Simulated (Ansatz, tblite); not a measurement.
Cost and result up the ladder for the cluster B2P2⁺ (4 atoms). Total charge 1; doublet. Geometry: PBE-D4/def2-TZVP.

```xyz
4

B    -0.773    0.117   -0.358
B     0.773   -0.118    0.357
P    -0.714   -0.319    1.438
P     0.714    0.321   -1.438
```

Ansatz on 4 threads of Arm Neoverse V2 on a shared host; xTB runs through tblite on one thread. Times are rough, summed over both states, and most runs start from the orbitals of an earlier one. RPA@PBE/def2-TZVP serves as the yardstick here, not as an exact answer. The other state is a quartet at its own geometry.

The xTB rows come from tblite. LC-ωPBE has ω = 0.4 bohr⁻¹. Correlated methods freeze 12 core orbitals. In CCSD on the charge 1 doublet the largest single amplitude is 0.25, so its Hartree–Fock determinant may place the open shell otherwise than the density functionals do. HOMO above LUMO, or a gap near zero within one spin, warns that the state may not be the lowest or that an electron is smeared out. The structure comes from a short search, and lower isomers may exist.

Run but left out: HF/def2-TZVP, HF/def2-TZVPP, MP2/def2-TZVP, MP2/def2-TZVPP (doublet: ⟨S²⟩ 1.25, where a pure state has 0.75).

Correlated methods converge slowly with the basis.

xTB has no spin-polarisation term.

| level | functions | wall time | quartet − doublet (eV) | difference from RPA@PBE/def2-TZVP (eV) | remarks |
| --- | --- | --- | --- | --- | --- |
| GFN1-xTB | 26 | 0.005 s | 1.42 | 0.01 | – |
| GFN2-xTB | 26 | 0.005 s | 1.57 | 0.16 | – |
| LDA (SPW92)/def2-TZVP | 136 | 1.8 s | 1.30 | -0.11 | gap within one spin near zero (doublet) |
| PBE-D4/def2-TZVP | 136 | 4.4 s | 1.15 | -0.26 | gap within one spin near zero (doublet) |
| BLYP-D4/def2-TZVP | 136 | 4.5 s | 1.25 | -0.15 | gap within one spin near zero (doublet) |
| RPA@PBE/def2-TZVP | 136 | 4.9 s | 1.41 | 0.00 | – |
| PBE0-D4/def2-TZVP (with forces) | 136 | 6.6 s | 1.21 | -0.20 | – |
| r2SCAN-D4/def2-TZVP | 136 | 8.1 s | 0.99 | -0.42 | – |
| LC-ωPBE/def2-TZVP | 136 | 8.4 s | 1.34 | -0.06 | – |
| BHLYP-D4/def2-TZVP | 136 | 8.8 s | 1.38 | -0.03 | – |
| r2SCANh-D4/def2-TZVP | 136 | 13 s | 1.02 | -0.39 | – |
| CCSD(T)/def2-TZVPP | 146 | 17 s | 2.34 | 0.93 | large T1 (0.065) (doublet), spin-contaminated (⟨S²⟩ 1.25) (doublet) |
